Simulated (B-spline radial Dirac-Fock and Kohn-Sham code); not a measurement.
## Re 4f5/2: cross section and angular parameters

System: the Re atom, [Xe] 4f14 5d5 6s2; threshold 54.83 eV (orbital energy of the model). These are calculated numbers from a B-spline atomic structure program; the model is Dirac-Hartree-Slater photoionisation with a Latter tail; cross sections with all multipoles, angular parameters from the dipole term and its interference with E2.

```csv
hν (eV),σ (kb),β,γ,δ
73.5,330,1.302,-0.006,-0.001
80,357,1.596,0.001,0.000
88.9,460,1.553,0.009,0.003
98.2,635,1.229,0.009,0.005
100,674,1.163,0.008,0.006
123,1260,0.593,0.003,0.010
150,1950,0.350,-0.001,0.012
163,2190,0.305,-0.002,0.013
191,2510,0.279,-0.002,0.015
212,2620,0.291,-0.002,0.016
223,2630,0.302,-0.002,0.017
384,1760,0.545,0.006,0.027
400,1660,0.568,0.007,0.028
435,1460,0.613,0.010,0.030
470,1280,0.655,0.013,0.032
604,778,0.785,0.030,0.039
613,753,0.792,0.032,0.040
951,251,0.968,0.105,0.059
1253.6,113,1.035,0.195,0.076
1260,111,1.036,0.197,0.076
1640,48.6,1.064,0.318,0.096
2984.4,6.14,1.012,0.703,0.161
3700,2.76,0.963,0.861,0.194
4000,?,?,?,?
5570,0.560,0.847,1.163,0.278
7920,0.132,0.738,1.413,0.377
9251.7,0.0687,0.690,1.520,0.431
9490,0.0616,0.682,1.538,0.440
```

Problem. Give the values at 4000 eV.

Solution. σ = 2.05 kb, β = 0.943, γ = 0.919, δ = 0.207.
